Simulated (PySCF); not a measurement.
NMR data sheet: C4H7FO2Si2

| Property | Result |
| --- | --- |
| Formula | C4H7FO2Si2 |
| SMILES | CC1=C(F)[SiH2][Si@H]1OC=O |
| InChI | InChI=1S/C4H7FO2Si2/c1-3-4(5)8-9(3)7-2-6/h2,9H,8H2,1H3/t9-/m1/s1 |
| Point group of the computed structure | C1 |
| Degrees of unsaturation | 3 |
| Carbon signals | 4 |
| Proton signals | 5 |

Structure with atom numbers: `[CH3:1][C:2]1=[C:3]([F:4])[SiH2:5][Si@H:6]1[O:7][CH:8]=[O:9]`. Hydrogens are named by the atom that carries them. Ha(Si5) is cis to O7 on the ring; Hb(Si5) is trans to O7 on the ring.

PySCF calculation with structure optimised with GFN2-xTB and NMR shieldings at PBE0/pcSseg-1/GIAO; non-relativistic Hamiltonian, gas phase, one conformer, one averaged value for each set of equivalent atoms.

References, each an isolated molecule treated in the same way: ¹H and ¹³C and ²⁹Si vs TMS; ¹⁹F against CFCl3; H2O for ¹⁷O.

```tsv
carbon	δC, type	δH (multiplicity)	HMBC from (2–3 bonds)	span of the C tensor (ppm)
C1	15.4, CH3	2.01 (s)	H(Si6)	33
C2	154.4, C	–	H(Si6), Ha(Si5), Hb(Si5), H(C1)	189
C3	187.9, C	–	H(Si6), Ha(Si5), Hb(Si5), H(C1)	161
C8	166.6, CH	8.16 (s)	H(Si6)	160
```

Other nuclei:
```tsv
atoms	nucleus	environment	δ (ppm)	σ (ppm)
H(Si6)	¹H	hydrogen on a silicon bonded to C, O, Si, in a 4-membered ring	5.45	26.26
Ha(Si5)	¹H	hydrogen on a silicon bonded to C, Si, in a 4-membered ring	5.34	26.38
Hb(Si5)	¹H	hydrogen on a silicon bonded to C, Si, in a 4-membered ring	5.01	26.70
F4	¹⁹F	vinylic fluorine	-53.0	223.9
Si6	²⁹Si	silicon bonded to C, O, Si, H, in a 4-membered ring	-22.4	371.6
Si5	²⁹Si	silicon bonded to C, Si, 2 H, in a 4-membered ring	-42.8	392.0
O9	¹⁷O	carbonyl oxygen	464.5	-128.4
O7	¹⁷O	oxygen bonded to C, Si	204.6	131.5
```

1. Carbon types of the structure: 2 × C, 1 × CH, 1 × CH3, leaving 3 H on heteroatoms.
2. δC 187.9, 154.4: fully substituted alkene carbon.
3. δC 166.6: carbonyl carbon.
4. δC 15.4: allylic methyl carbon; aliphatic region, no heteroatom directly attached.
5. δH 5.45: hydrogen on a silicon bonded to C, O, Si, in a 4-membered ring.
6. δH 2.01: hydrogen on an allylic methyl carbon; allylic position.

Splittings by ¹⁹F in the carbon and heteronuclear signals aren't shown, as no couplings were computed. Shifts are as computed. Against solution values, carbons near 30 ppm lie about +3 ppm off and those near 130 ppm about +5 ppm. Of 1309 compounds with measured shifts, 239 miss one by over three times the rms of a fit or turn the order of signals round; such compounds aren't used in these exercises. Unscaled 19F shifts against computed CFCl3 carry errors that often reach 10 to 50 ppm. Unscaled 17O shifts of doubly bonded oxygen tend to come out too high, by tens of ppm or more. Experimental scales use liquid or dissolved standards, which lie at an offset from isolated H2O (liquid H2O: subtract about 36 ppm). Multiplicities follow the n + 1 count of equivalent neighbours, as no J values were calculated; m marks all less simple cases, F and P coupling included.
